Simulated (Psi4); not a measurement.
Cl2, triplet, geometry from GFN2-xTB (a higher spin typed on purpose: for a closed-shell molecule this is an excited state); Psi4 with CCSD(T)/aug-cc-pVDZ.

Here is a job for Psi4.
```
memory 2 GB

molecule mol {
0 3
  Cl   -0.000000   -0.000000   -1.220093
  Cl    0.000000    0.000000    1.220093
}

set basis aug-cc-pvdz
set reference uhf

energy('ccsd(t)')
print_variables()
```

What the program printed (banner, timings and long lists left out):

```
   => Loading Basis Set <=

    Name: AUG-CC-PVDZ
    Role: ORBITAL
    Keyword: BASIS

         ---------------------------------------------------------
                                   SCF
               by Justin Turney, Rob Parrish, Andy Simmonett
                          and Daniel G. A. Smith
                              UHF Reference
         ---------------------------------------------------------

  ==> Geometry <==

    Molecular point group: d2h
    Full point group: D_inf_h

    Geometry (in Angstrom), charge = 0, multiplicity = 3:

       Center              X                  Y                   Z               Mass
    ------------   -----------------  -----------------  -----------------  -----------------
         CL           0.000000000000     0.000000000000    -1.220093000000    34.968852682000
         CL           0.000000000000     0.000000000000     1.220093000000    34.968852682000

  Running in d2h symmetry.

  Rotational constants: A = ************  B =      0.16192  C =      0.16192 [cm^-1]
  Rotational constants: A = ************  B =   4854.22552  C =   4854.22552 [MHz]
  Nuclear repulsion =   62.672359354422163

  Charge       = 0
  Multiplicity = 3
  Electrons    = 34
  Nalpha       = 18
  Nbeta        = 16

  ==> Algorithm <==

  SCF Algorithm Type is PK.
  DIIS enabled.
  MOM disabled.
  Fractional occupation disabled.
  Guess Type is SAD.
  Energy threshold   = 1.00e-08
  Density threshold  = 1.00e-08
  Integral threshold = 1.00e-12

  ==> Primary Basis <==

  Basis Set: AUG-CC-PVDZ
    Blend: AUG-CC-PVDZ
    Number of shells: 22
    Number of basis functions: 54
    Number of Cartesian functions: 58
    Spherical Harmonics?: true
    Max angular momentum: 2

  ==> Integral Setup <==

  Using in-core PK algorithm.
   Calculation information:
      Number of atoms:                   2
      Number of AO shells:              22
      Number of primitives:            106
      Number of atomic orbitals:        58
      Number of basis functions:        54

      Integral cutoff                 1.00e-12
      Number of threads:                 1

  Performing in-core PK
  Using 2206710 doubles for integral storage.
  We computed 32078 shell quartets total.
  Whereas there are 32131 unique shell quartets.

  ==> DiskJK: Disk-Based J/K Matrices <==

    J tasked:                  Yes
    K tasked:                  Yes
    wK tasked:                  No
    Schwarz Cutoff:          1E-12

  Minimum eigenvalue in the overlap matrix is 1.4911922340E-02.
  Reciprocal condition number of the overlap matrix is 4.4569223072E-03.
    Using symmetric orthogonalization.

  ==> Pre-Iterations <==

  SCF Guess: Superposition of Atomic Densities via on-the-fly atomic UHF (no occupation information).

   -------------------------
    Irrep   Nso     Nmo
   -------------------------
     Ag        13      13
     B1g        2       2
     B2g        6       6
     B3g        6       6
     Au         2       2
     B1u       13      13
     B2u        6       6
     B3u        6       6
   -------------------------
    Total      54      54
   -------------------------

  ==> Iterations <==

                        Total Energy        Delta E     RMS |[F,P]|

   @UHF iter SAD:  -918.40219570064301   -9.18402e+02   0.00000e+00
   @UHF iter   1:  -918.87974459157840   -4.77549e-01   5.25639e-03 ADIIS/DIIS
   @UHF iter   2:  -918.89326498815501   -1.35204e-02   2.08816e-03 ADIIS/DIIS
   @UHF iter   3:  -918.89578631928930   -2.52133e-03   7.34394e-04 ADIIS/DIIS
   @UHF iter   4:  -918.89611591140385   -3.29592e-04   1.51319e-04 ADIIS/DIIS
   @UHF iter   5:  -918.89613204619616   -1.61348e-05   4.19119e-05 DIIS
   @UHF iter   6:  -918.89613321366153   -1.16747e-06   1.09920e-05 DIIS
   @UHF iter   7:  -918.89613330506540   -9.14039e-08   1.94245e-06 DIIS
   @UHF iter   8:  -918.89613330814336   -3.07796e-09   4.41003e-07 DIIS
   @UHF iter   9:  -918.89613330829127   -1.47907e-10   1.04410e-07 DIIS
   @UHF iter  10:  -918.89613330830059   -9.32232e-12   3.09908e-08 DIIS
   @UHF iter  11:  -918.89613330830150   -9.09495e-13   5.67434e-09 DIIS
  Energy and wave function converged.

  ==> Post-Iterations <==

   @Spin Contamination Metric:   4.087277338E-02
   @S^2 Expected:                2.000000000E+00
   @S^2 Observed:                2.040872773E+00
   @S   Expected:                1.000000000E+00
   @S   Observed:                1.000000000E+00

    Orbital Energies [Eh]
    ---------------------

    Alpha Occupied:

[...]
    Alpha Virtual:

[...]
    Beta Occupied:

[...]
       2B2u   -0.387745

    Beta Virtual:

[...]
    Final Occupation by Irrep:
             Ag   B1g   B2g   B3g    Au   B1u   B2u   B3u
    DOCC [     5,    0,    2,    1,    0,    4,    2,    2 ]
    SOCC [     0,    0,    0,    1,    0,    1,    0,    0 ]
    NA   [     5,    0,    2,    2,    0,    5,    2,    2 ]
    NB   [     5,    0,    2,    1,    0,    4,    2,    2 ]

  @UHF Final Energy:  -918.89613330830150

   => Energetics <=

    Nuclear Repulsion Energy =             62.6723593544221629
    One-Electron Energy =               -1394.4923817970179698
    Two-Electron Energy =                 412.9238891342941997
    Total Energy =                       -918.8961333083015006

  UHF NO Occupations:
  HONO-2 :    2B2u 1.9884553
  HONO-1 :    5B1u 1.0000000
  HONO-0 :    2B3g 1.0000000
  LUNO+0 :    3B2u 0.0115447
  LUNO+1 :    6 Ag 0.0059068
  LUNO+2 :    6B1u 0.0013235
  LUNO+3 :    7 Ag 0.0010876

Computation Completed

Properties will be evaluated at   0.000000,   0.000000,   0.000000 [a0]

Properties computed using the SCF density matrix

 Multipole Moments:

 ------------------------------------------------------------------------------------
     Multipole            Electronic (a.u.)      Nuclear  (a.u.)        Total (a.u.)
 ------------------------------------------------------------------------------------

 L = 1.  Multiply by 2.5417464519 to convert [e a0] to [Debye]
[...]
  ----     ---------------------    ---------   ----------  ----------  ----------   --------
     0        -0.308496546370610    0.000e+00    0.000000    0.000000    0.000000    0.000000
     1        -0.323668348749671    7.260e-02    0.009150    0.000000    0.000000    0.000000
     2        -0.332171994312048    2.707e-02    0.011585    0.000000    0.000000    0.000000
     3        -0.333665175912792    1.104e-02    0.013557    0.000000    0.000000    0.000000
     4        -0.333521278394357    2.777e-03    0.013871    0.000000    0.000000    0.000000
     5        -0.333509332260985    8.005e-04    0.013904    0.000000    0.000000    0.000000
     6        -0.333508719331157    2.561e-04    0.013891    0.000000    0.000000    0.000000
     7        -0.333510930329966    7.745e-05    0.013884    0.000000    0.000000    0.000000
     8        -0.333511981884168    2.316e-05    0.013883    0.000000    0.000000    0.000000
     9        -0.333511845280994    6.355e-06    0.013883    0.000000    0.000000    0.000000
    10        -0.333511821074249    2.164e-06    0.013883    0.000000    0.000000    0.000000
    11        -0.333511823347219    5.929e-07    0.013883    0.000000    0.000000    0.000000
    12        -0.333511833276314    1.768e-07    0.013883    0.000000    0.000000    0.000000
    13        -0.333511836202545    5.736e-08    0.013883    0.000000    0.000000    0.000000

    Iterations converged.

    Largest TIA Amplitudes:
             15  28         0.0201453317
             13  20         0.0158816875
             17  32         0.0147897318
             15  29        -0.0128370778
              8  14         0.0124256895
              4   3         0.0117316339
              4   4         0.0098714821
             15  30        -0.0094322618
              6  10         0.0092364165
             17  33        -0.0072552778

    Largest Tia Amplitudes:
             13  30         0.0317085099
             13  31        -0.0282373382
             13  32        -0.0245956277
              4   4         0.0224264981
              4   3         0.0210235560
             11  21         0.0184643674
             15  34         0.0122999381
             15  35        -0.0111304038
             11  24        -0.0110087779
              4   2        -0.0089529723

    Largest TIJAB Amplitudes:
     17  15   8   2         0.0174798878
      8   6  22  18         0.0169040414
     17   4  33   3         0.0160438950
     13   6  33   3         0.0154614906
     15   6  22   8         0.0148932718
     17   8  18   2         0.0148666200
     17   8  22   8        -0.0146692995
     15   6  18   2        -0.0145790896
      6   4  11   3        -0.0140638508
     15   4  29   3         0.0139404049

    Largest Tijab Amplitudes:
     13   4  21  14        -0.1848486907
     13   4  22  14         0.0540243277
     13   4  21  15        -0.0261517113
      6   4  35  21         0.0242324025
     13   6  35  14         0.0241003005
     13   4  25  14        -0.0224932472
     13   6  34  14        -0.0212400825
     15  13   8   2        -0.0184253469
     13   6  36  14         0.0178085995
     11   4  21   3         0.0174912517

    Largest TIjAb Amplitudes:
      8  13  28  14         0.0317435553
     13   4   4  21         0.0294473882
     13   4   3  21         0.0294348287
      8  13  29  14        -0.0287582573
      8  13  30  14        -0.0273257147
     13  13   3  14        -0.0257577452
     13  13   4  14        -0.0257470566
      6  13  33  14        -0.0233908138
      4   4   3   3         0.0233580238
     15  13  29  31         0.0232508178

    SCF energy       (wfn)                    = -918.896133308301501
    Reference energy (file100)                = -918.896133308307412

    Opposite-spin MP2 correlation energy      =   -0.213988725780436
    Same-spin MP2 correlation energy          =   -0.094507820590174
    Singles MP2 correlation energy            =   -0.000000000000000
    MP2 correlation energy                    =   -0.308496546370610
      * MP2 total energy                      = -919.204629854678046

    Opposite-spin CCSD correlation energy     =   -0.238576251288897
    Same-spin CCSD correlation energy         =   -0.094935584913647
    Singles CCSD correlation energy           =    0.000000000000000
    CCSD correlation energy                   =   -0.333511836202545
      * CCSD total energy                     = -919.229645144509959

            **************************
            *                        *
            *        CCTRIPLES       *
            *                        *
            **************************

    Wave function   =    CCSD_T
    Reference wfn   =      UHF

    Nuclear Rep. energy (wfn)                =   62.672359354422163
    SCF energy          (wfn)                = -918.896133308301501
    Reference energy    (file100)            = -918.896133308307412
    CCSD energy         (file100)            =   -0.333511836202545
    Total CCSD energy   (file100)            = -919.229645144509959

    Number of ijk index combinations:
    Spin Case AAA:                                 816
    Spin Case BBB:                                 560
    Spin Case AAB:                                2448
    Spin Case ABB:                                2160
    AAA (T) energy                             =   -0.000169456538543
    BBB (T) energy                             =   -0.001248200548014
    AAB (T) energy                             =   -0.004205962789955
    ABB (T) energy                             =   -0.008464373481039
    (T) energy                                   =   -0.014087993357551
      * CCSD(T) total energy                     = -919.243733137867480

  Variable Map:
  ----------------------------------------------------------------------------
[...]
  Array Variable Map:
  ----------------------------------------------------------------------------
[...]
[...]
```
